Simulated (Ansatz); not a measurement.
Start from `N[SiH]([SiH3])[InH2]` and change one element to get `N[SiH]([AlH2])[SiH3]`.

Ansatz, PBE0-D4/def2-TZVP geometries, multiplicity 1. Each molecule was computed in one conformer, which needn't be the lowest.

Elements past krypton have def2 core potentials.

| property | `N[SiH]([SiH3])[InH2]` |
| --- | --- |
| HOMO–LUMO gap (PBE0/def2-TZVPP) / eV | 4.28 |
| HOMO energy (ωB97M-V/def2-TZVPP) / eV | -8.32 |
| HOMO–LUMO gap (B3LYP/def2-TZVPP) / eV | 3.86 |
| LUMO energy (ωB97M-V/def2-TZVPP) / eV | -0.56 |
| LUMO energy (B3LYP/def2-TZVPP) / eV | -2.31 |
| size of the dipole moment (B3LYP/def2-TZVPP) / D | 1.53 |

**Question.** What does the change do to each property? (Estimate.)

**Answer.** Ansatz gave: 
| property | `N[SiH]([AlH2])[SiH3]` | shift |
| --- | --- | --- |
| HOMO–LUMO gap (PBE0/def2-TZVPP) / eV | 4.42 | 0.14 |
| HOMO energy (ωB97M-V/def2-TZVPP) / eV | -8.47 | -0.15 |
| HOMO–LUMO gap (B3LYP/def2-TZVPP) / eV | 4.06 | 0.20 |
| LUMO energy (ωB97M-V/def2-TZVPP) / eV | -0.45 | 0.11 |
| LUMO energy (B3LYP/def2-TZVPP) / eV | -2.23 | 0.08 |
| size of the dipole moment (B3LYP/def2-TZVPP) / D | 1.47 | -0.06 |

Dipoles are sizes alone; their direction can turn.

B3LYP here is the variant with VWN-RPA as its local correlation; programs differ in this.
